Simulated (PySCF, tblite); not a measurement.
A set of runs on `FC(F)[C+]1[CH]C=CO1` [radical]; the geometry of each is named by its level. Settings lines and outputs come from a driver script.

Compound: C5H4F2O (charge +1 and doublet state).
Numbering: `[F:1][CH:2]([F:3])[C+:4]1[CH:5][CH:6]=[CH:7][O:8]1` (hydrogens: H9 on C2; H10 on C5; H11 on C6; H12 on C7)

Step 1: GFN2-xTB geometry optimisation, gas phase (tblite 0.8.0) (from a force-field or distance-geometry start)
```json
{"job": {"kind": "relax", "xc": "GFN2-xTB", "basis": "xTB"}, "charge": 1, "multiplicity": 2}
```
```
step      E/eV     max force
  0    -698.04119    4.616
  1    -698.73574    2.858
  2    -699.00146    1.425
...
 72    -699.88109    0.018
 73    -699.88115    0.018
 74    -699.88121    0.016
 75    -699.88124    0.011
 76    -699.88125    0.007
```

Energy lowered by 42.4 kcal/mol over 76 steps; largest atomic force 0.007 eV/Å at the end. «max force» is the largest atomic force in eV/Å.

On one thread, Intel Xeon at 2.70 GHz (x86_64), no GPU, shared host with 64 logical CPUs at a one-minute load of 62, this took 0.5 s of wall time.

Step 2: GFN2-xTB harmonic vibrations, gas phase (tblite 0.8.0) (on the GFN2-xTB geometry)
```json
{"job": {"kind": "ir", "xc": "GFN2-xTB", "basis": "xTB"}, "charge": 1, "multiplicity": 2}
```
```
(table of modes left out)
```

30 modes from 53 to 3162 cm⁻¹ (unscaled, harmonic); zero-point energy 48.0 kcal/mol; all wavenumbers are real at this level.

The run took 0.37 s of wall time on an Intel Xeon at 2.70 GHz with one thread, shared host with 64 logical CPUs at a one-minute load of 62.

Step 3: UKS B3LYP, pcH-1 on C F H O, non-relativistic, mean-field spin-orbit, GIAO (PySCF 2.14.0) (on the GFN2-xTB geometry)
```json
{"job": {"kind": "epr", "basis": "pcH-1"}, "charge": 1, "multiplicity": 2}
```
```
...
E = -467.50203051 Eh   <S^2> = 0.7598 (exact 0.7500)
g shifts (ppm)      1          2          3
  rmc          -144       -144       -144
  gc             30          9         30
  oz_so        -450        -95        396
  total        -564       -230        281
hyperfine (MHz)  atom isotope    a_iso     a_fc   dipolar eigenvalues
    0   19F      16.45      16.45    -13.81    -10.18     23.99
    1   13C     -14.13     -14.13     -2.04     -0.86      2.90
    2   19F      30.60      30.60    -25.78    -22.06     47.83
    3   13C      50.81      50.81    -44.79    -43.22     88.01
    4   13C      -9.53      -9.53     -5.83     -3.80      9.63
    5   13C      -5.29      -5.29     -9.24     -7.14     16.39
    6   13C      45.29      45.29    -44.35    -42.45     86.79
    7   17O       4.75       4.75     -4.86     -4.14      9.01
    8    1H     100.39     100.39     -5.16     -0.07      5.23
    9    1H      -6.08      -6.08     -5.10     -3.34      8.44
   10    1H      -8.91      -8.91     -6.62     -3.25      9.87
   11    1H     -39.49     -39.49    -20.08     -3.27     23.35
```

⟨S²⟩ 0.760; g_iso 2.0021. rmc, gc and oz_so are the mass-correction, gauge-correction and orbital-Zeeman/spin–orbit parts of the g shift along its three principal axes; a_iso is the isotropic hyperfine coupling and a_fc its Fermi-contact part. The log counts atoms from 0, this text from 1.

On Intel Xeon at 2.70 GHz, one thread (shared host), this took 65 s (grids of density and orbitals included) and 0.86 GiB of memory at its peak.

Geometry of the electronic-property runs (GFN2-xTB):
```
atom  x, y, z in Å
F1    -2.4898    0.8844    0.2743
C2    -1.8727   -0.2551   -0.0341
F3    -2.3270   -1.2321    0.7482
C4    -0.3878   -0.1127   -0.0257
C5     0.4154    1.0410   -0.0515
C6     1.7215    0.5838    0.0240
C7     1.6389   -0.8226    0.0404
O8     0.3810   -1.2176   -0.0077
H9    -2.1726   -0.5190   -1.0901
H10    0.0645    2.0564   -0.0725
H11    2.6202    1.1702    0.0733
H12    2.4097   -1.5774    0.0954
```

 (This holds for the electronic-property runs.)

One conformer stands for the species.
